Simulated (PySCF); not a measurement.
# HfCl₃⁺: umbrella–stretch map

Level of theory: PySCF, PBE0, basis Hf def2-SVP with ECP60, Cl def2-SVP (scalar-relativistic core potentials, no spin–orbit coupling, density fitting).

Rigid scan from the singlet minimum (Hf–Cl 2.264 Å (×3); Cl–Hf–Cl 107.6° (×3)). Coordinate: rows: all bonds scaled; columns: angle to the threefold axis. Energies in kJ/mol from the minimum.

Task: Give the energy map for rows 0.95, 0.98, 1.00, 1.03, 1.07 and columns 60, 66, 72, 78, 84, 90.

Result: 
```tsv
scale \ angle	60	66	72	78	84	90
0.95	61.6	47.2	53.1	66.7	79.0	83.8
0.98	23.2	7.5	9.8	19.3	28.4	32.2
1.00	17.7	1.3	1.5	8.7	16.2	19.3
1.03	33.1	15.9	13.5	17.9	23.4	25.8
1.07	87.0	69.1	64.3	66.1	69.6	71.2
```

Task: And the size of the dipole moment (D, about the centre of mass) on the same grid?

Result: 
```tsv
scale \ angle	60	66	72	78	84	90
0.95	4.67	4.07	3.32	2.39	1.26	0.00
0.98	5.00	4.32	3.50	2.50	1.31	0.00
1.00	5.21	4.48	3.62	2.57	1.34	0.00
1.03	5.51	4.72	3.78	2.67	1.39	0.00
1.07	5.87	5.00	3.99	2.80	1.45	0.00
```

The bond scale of lowest energy on the grid is 1.00 at 60°, 1.00 at 66°, 1.00 at 72°, 1.00 at 78°, 1.00 at 84°, 1.00 at 90°.

Spin–orbit coupling, left out here, can matter for elements this heavy.
